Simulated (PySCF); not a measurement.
PySCF 2.14 output of an unrestricted PBE0 calculation on a single atom or ion in dyall-av3z, with the non-relativistic Hamiltonian (point nucleus):

```
SCF conv_tol = 1e-09
number electrons alpha = 2  beta = 2
    C. Adamo and V. Barone.,  J. Chem. Phys. 110, 6158 (1999)
    M. Ernzerhof and G. E. Scuseria.,  J. Chem. Phys. 110, 5029 (1999)
cycle= 1 E= -36.4713990640769  delta_E= -0.00135  |g|= 0.00474  |ddm|= 0.0695
cycle= 2 E= -36.471399560751  delta_E= -4.97e-07  |g|= 0.000156  |ddm|= 0.00216
cycle= 3 E= -36.471399562232  delta_E= -1.48e-09  |g|= 1.09e-05  |ddm|= 5.95e-05
cycle= 4 E= -36.4713995622375  delta_E= -5.56e-12  |g|= 1.25e-07  |ddm|= 6.31e-06
converged SCF energy = -36.4713995622375  <S^2> = -2.6645353e-15  2S+1 = 1
```

The run itself started from symmetry-adapted Hartree-Fock orbitals and held the occupation by maximum overlap, on a logarithmic radial grid, so the iterations belong to that start.

Question: Which element, charge and spin multiplicity is this?

Answer: C²⁺ (carbon, charge +2), multiplicity 1; the state was [He] 2s2, closed-shell 1S.
